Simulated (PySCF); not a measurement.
## TlI3(H2O) at several levels of theory

Computed with PySCF 2.14.0 (density fitting, no spin-orbit coupling) at the geometry relaxed with PBE0:

```xyz
7
TlI3(H2O) (singlet)
Tl    0.0260    0.1577   -0.1577
I     1.2807    2.1360    1.2492
I    -2.2730   -0.9183    0.9183
I     1.2807   -1.2492   -2.1360
O    -1.3828    1.6327   -1.6327
H    -1.9727    2.1692   -1.0857
H    -1.9727    1.0857   -2.1692
```

| level | basis | state | HOMO (eV) | gap (eV) | charge on Tl1 (e) | dipole about the centre of mass (D) | largest force component (eV/Å) |
| --- | --- | --- | --- | --- | --- | --- | --- |
| PBE0 | Tl def2-SVP with ECP60, I def2-SVP with ECP28, O def2-SVP, H def2-SVP | singlet | -7.53 | 3.92 | 0.41 | 3.62 | 0.01 |
| BP86 | the same | singlet | -6.45 | 2.13 | 0.29 | 3.65 | 0.71 |

Charges are Mulliken's, which hang on the basis. The relaxation used the grid (50, 194), these runs (75, 302) or, all-electron (x2c bases, spin-free X2C Hamiltonian), (99, 590).

Question: What does M06-L with Tl def2-SVP with ECP60, I def2-SVP with ECP28, O def2-SVP, H def2-SVP give here?

Answer: state singlet, HOMO (eV) -6.41, gap (eV) 2.52, charge on Tl1 (e) 0.48, dipole about the centre of mass (D) 3.56, largest force component (eV/Å) 0.39. Time: 13 s on 2 threads of Arm Neoverse V2, with other jobs on the host, from an already converged density.

In the first row's basis the gap widens with exact exchange: 2.1 to 2.5 eV for BP86, M06-L (none); 3.9 eV for PBE0 (a fixed share).

A frequency check found unstable modes (1, the lowest at -54 cm⁻¹), so the relaxed geometry is probably a saddle point.
